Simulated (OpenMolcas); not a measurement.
# Be: thermal populations, worked from levels

```
Program             : OpenMolcas
Basis               : ANO-RCC-VQZP [5s4p3d2f1g]
Scalar Hamiltonian  : DKH2, point nucleus
Active space        : 2 electrons in 9 orbitals (RAS2 2s 2p; RAS3 3d, at most 2 electrons)
State averaging     : 2S+1 = 3 even, 3 roots; 2S+1 = 1 even, 6 roots; 2S+1 = 3 odd, 3 roots; 2S+1 = 1 odd, 3 roots
Spin-orbit coupling : state interaction with AMFI integrals over the reference wave functions, term energies averaged over their components
```

Methods: RASSCF; SS-RASPT2, IPEA 0.25 Eh, imaginary shift 0.1 Eh (closed shells correlated: 1s). Measured levels: NIST Handbook of Basic Atomic Spectroscopic Data.

**Thermal populations.** Z = Σ (2J + 1) exp(-E/kT) with k = 0.695035 cm-1/K, over the levels below. No other level of either list lies under 52000 cm-1, which is above 7 kT at each temperature.

```json
{"Level": "2s2 1S0", "2J + 1": "1", "SS-RASPT2": "0.0", "measured": "0.0"}
{"Level": "2s 2p 3P* 0", "2J + 1": "1", "SS-RASPT2": "21832", "measured": "21978"}
{"Level": "2s 2p 3P* 1", "2J + 1": "3", "SS-RASPT2": "21833", "measured": "21979"}
{"Level": "2s 2p 3P* 2", "2J + 1": "5", "SS-RASPT2": "21835", "measured": "21981"}
{"Level": "2s 2p 1P* 1", "2J + 1": "3", "SS-RASPT2": "43597", "measured": "42565"}
```

```tsv
T (K)	Z, SS-RASPT2	Z, measured levels	Ground level (%), SS-RASPT2	Ground level (%), measured levels
8000	1.179	1.174	84.9	85.2
```

At 8000 K, kT = 5560 cm-1, and the computed levels give Z = 1.000 + 0.020 + 0.059 + 0.099 + 0.001 = 1.179.

Active for correlation alone: 3d; no level in the range computed is led by a configuration that fills it, so any true level of that kind is missing. Without dynamic correlation excited terms often stand tens of per cent too high (terms of higher spin than the ground term too low), and those without a measured partner can miss by more than the paired ones (holds for RASSCF). Computed and measured levels are paired by configuration, term and J; levels that our copy of the source lacks, or whose pairing is in doubt (as where it misses far off the trend of its configuration), stay unpaired and out of the deviations. Levels of configurations outside the active space are missing.

* marks odd parity.
